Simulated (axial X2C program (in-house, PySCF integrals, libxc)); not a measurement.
## Testing model relations on Sb₂⁺

A bond curve at the BLYP level, 2c, was computed with an axial X2C code built on PySCF integrals (basis Sb dyall-cv3z [11s12p8d4f1g] (cores contracted in-house)) for the state Ω = 3/2 (⟨Sz⟩ = 0.51, ⟨Lz⟩ = 0.99 at BLYP). Its fit gives Re = 2.6468 Å, ωe = 226.2 cm⁻¹, ωexe = 0.437 cm⁻¹ and αe = 9.853e-05 cm⁻¹; the masses are 120.9038 and 120.9038 u. Two-component means X2C with spin–orbit coupling and atomic mean-field Coulomb and Gaunt terms.

(1) Find the reduced mass, Be and the force constant.

(2) Estimate the centrifugal constant by the Kratzer relation.

(3) Where do the fundamental and the first overtone lie?

(4) A Morse curve ties αe to the other constants (Pekeris). How well does that hold?

The state is one determinant whose occupation by symmetry is held fixed; it was picked as the lowest of a PBE0 search that is not exhaustive. Density functionals use the spin component along the axis (collinear). The functionals have no current-density term, which raises determinants with orbital currents, atoms included.

Results:

(1) From the BLYP values: μ = 60.4519 u. Be = 16.8576/(μ Re²) = 0.03981 cm⁻¹. k = 5.8918×10⁻⁷ μ ωe² = 1.82 mdyn/Å.

(2) D = 4Be³/ωe² = 4.93e-09 cm⁻¹.

(3) ν(1←0) = ωe − 2ωexe = 225.3 cm⁻¹; ν(2←0) = 2ωe − 6ωexe = 449.8 cm⁻¹.

(4) αe(Morse) = 6Be²/ωe × (√(ωexe/Be) − 1) = 9.723e-05 cm⁻¹; the BLYP curve gives 9.853e-05 cm⁻¹, a ratio of 0.99.
